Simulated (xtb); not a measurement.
C2H3F2, SMILES [C](F)(C)F (connectivity only; charge and spin as stated), charge +1, multiplicity 1. All values are semi-empirical tight-binding results from xtb (GFN2-xTB unless named), good for trends rather than for accurate numbers. Coordinates come from a GFN2-xTB optimisation. The spin state was assumed, not searched. The isomer is the one that the SMILES or the coordinates give; other isomers of the formula were not compared.

```
Quantity                                         Value
--------------------------------------  --------------
orbital gap                                    4.10 eV
zero-point energy                        28.1 kcal/mol
G − E(el) at 298.15 K (modified RRHO)    11.0 kcal/mol
static polarisability (D4 model)            26.0 bohr³
solvation energy, GFN2-xTB/ALPB(water)  -69.3 kcal/mol
solvation energy, GFN2-xTB/ALPB(dmf)    -58.7 kcal/mol
```

Computed IR lines (harmonic; lines under 4 % of the strongest left out, lines within 3 cm⁻¹ merged):
ν (cm⁻¹): 86 (w), 523 (w), 886 (m), 1215 (s), 1255 (w), 1333 (w), 1399 (s), 1496 (vs), 2800 (m), 2879 (m), 3017 (w) (against the strongest line: vs over 80 %, s over 45 %, m over 15 %, w over 4 %, vw less)
